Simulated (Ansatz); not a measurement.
Program: Ansatz. Geometries: PBE0-D4/def2-TZVP. ΔE: electronic, gas phase. CCSD(T)/CBS adds triple-zeta CCSD(T) − MP2 to the extrapolated MP2 energy (def2 sets, frozen cores). This one scheme is used for every species, atoms too. DFT in def2-TZVPP. B3LYP here is the variant with VWN-RPA as its local correlation; programs differ in this. HSE06 is defined as in plane-wave codes. Open shells (•) are unrestricted, without spin–orbit coupling. Spin–orbit coupling would lower the free atoms: a little for C, S, Si; clearly for Ge. Bonds to Ge are less sure, by a few kJ/mol each and by 10 to 20 or more in all where they break to atoms, as the def2 sets lack core-valence functions. Scalar relativity is left out up to krypton. One conformer a species, not always the lowest.

Reaction (atomization): `C=C[SiH2][S][GeH3]` → 2 C• + Ge• + 8 H• + S• + Si•

`C=C[SiH2][S][GeH3]`:

Z-matrix (Å, degrees):
```
Si
C 1 1.860
S 1 2.132 2 112.2
H 1 1.488 2 109.0 3 122.5
H 1 1.486 2 111.0 3 -117.9
C 2 1.329 1 124.1 3 10.8
H 2 1.090 1 117.6 3 -169.2
Ge 3 2.229 1 98.5 2 65.9
H 6 1.087 2 121.4 1 0.1
H 6 1.086 2 122.1 1 179.7
H 8 1.534 3 106.4 1 145.5
H 8 1.536 3 110.0 1 -95.3
H 8 1.536 3 109.0 1 25.6
```

What is ΔE at CCSD(T)/CBS? (Estimate.)

Computed: +45.74 eV.

What do these levels give: HSE06-D4, ωB97M-V, B2PLYP, B3LYP, r2SCANh, CAM-B3LYP, MP2/def2-SVP, CCSD(T)/def2-SVP, HF/def2-TZVPP, SCS-MP2/def2-TZVPP, CCSD/def2-TZVPP, HF/CBS(def2)? (Estimate.)

Computed: HSE06-D4 45.58, ωB97M-V 45.69, B2PLYP 44.97, B3LYP 44.91, r2SCANh 45.49, CAM-B3LYP 45.28, MP2/def2-SVP 43.00, CCSD(T)/def2-SVP 42.98, HF/def2-TZVPP 33.95, SCS-MP2/def2-TZVPP 44.89, CCSD/def2-TZVPP 44.03, HF/CBS(def2) 33.99 eV.

Largest T1 diagnostic among the species: 0.012.

From r2SCAN to r2SCAN0 (25 % exact exchange), in def2-TZVPP and without D4, ΔE moves by −0.48 eV: exact exchange takes away binding that semilocal exchange gives to molecules. Leaving LDA and LC-ωPBE aside and taking each functional with its dispersion term where it has one, the values, not all of them listed here, spread over 1.36 eV, from BHLYP-D4 to B97M-V. LDA lies +5.82 eV from PBE without D4, its usual overbinding. In def2-TZVPP, CCSD(T) changes the Hartree–Fock value by +10.71 eV (the triples alone add +0.64 eV) and MP2 by +10.90 eV; breaking electron pairs costs correlation energy, which Hartree–Fock lacks.

For atomizations the MP2-based limit and the directly extrapolated one differ by several kJ/mol either way, and by 10 to 25 for some Ge, Se and Sn compounds, so smaller differences from it don't rank the levels.
